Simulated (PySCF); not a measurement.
B(OH)2(SH) (BH3O2S), SMILES OB(O)S. Atoms are numbered in the order given.

```xyz
7

B     -0.0015     0.4523     0.0000
O     -1.1949     1.1130     0.0000
H     -1.1393     2.0756     0.0000
O      1.2318     1.0404     0.0000
H      1.2296     2.0054     0.0000
S     -0.1009    -1.3756     0.0000
H      1.2376    -1.5611     0.0000
```
Charge 0, spin multiplicity 1.

Geometry optimised at B3LYP-D3(BJ)/def2-SVP. One conformer was computed; it need not be the lowest.

The numbers are results of B3LYP-D3(BJ)/def2-SVP run with PySCF 2.14.0, not measurements.

Frequencies are harmonic and unscaled.

Computed vibrational spectrum:
```csv
mode,ν (cm⁻¹),IR (km/mol),moving atoms (share of kinetic energy)
1,258,2.3,"H 89 %, O 9 %"
2,308,3.1,"O 60 %, S 17 %, B 12 %, H 11 %"
3,384,1.8,H 97 %
4,405,9.2,"O 52 %, S 33 %, H 14 %"
5,442,199.9,"H 85 %, B 11 %"
6,595,83.1,"B 73 %, O 21 %"
7,654,46.7,"O 37 %, H 23 %, S 21 %, B 19 %"
8,830,31.8,H 88 %
9,928,203.6,"H 91 %, O 9 %"
10,995,133.3,"O 51 %, H 44 %"
11,1295,227.6,"B 61 %, H 25 %, O 13 %"
12,1438,349.9,"B 72 %, O 26 %"
13,2690,0.9,H 97 %
14,3848,33.4,H 94 %
15,3863,67.9,H 94 %
```
